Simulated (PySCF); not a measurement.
Constitutional and geometric isomers with formula CH6B2O. Gas-phase values, no solvent. One relaxed conformer stands for each flexible species; it need not be the lowest. Strings in code marks are SMILES.

The HOMO from two functionals at the same geometries (B3LYP-D3(BJ)/def2-TZVP), both in PySCF: PBE-D3(BJ)/def2-TZVP and B3LYP-D3(BJ)/def2-TZVP. B3LYP has the VWN-RPA correlation part, as in Gaussian. 

| species | PBE-D3(BJ)/def2-TZVP (eV) | B3LYP-D3(BJ)/def2-TZVP (eV) |
|---|---|---|
| `BCBO` | -7.32 | -8.50 |
| `CBBO` (C–B–B–O torsion -95°, B–B–O–H torsion 0°) | -6.10 | -7.30 |
| `BC(B)O` | -6.51 | -7.81 |
| `BB(C)O` | -6.44 | -7.61 |

Over these rows, drawn at random from the members with no instability flagged (it was tested for open shells, ions and some series alone), PBE minus B3LYP-D3(BJ): mean +1.21 eV, from +1.17 eV to +1.30 eV.
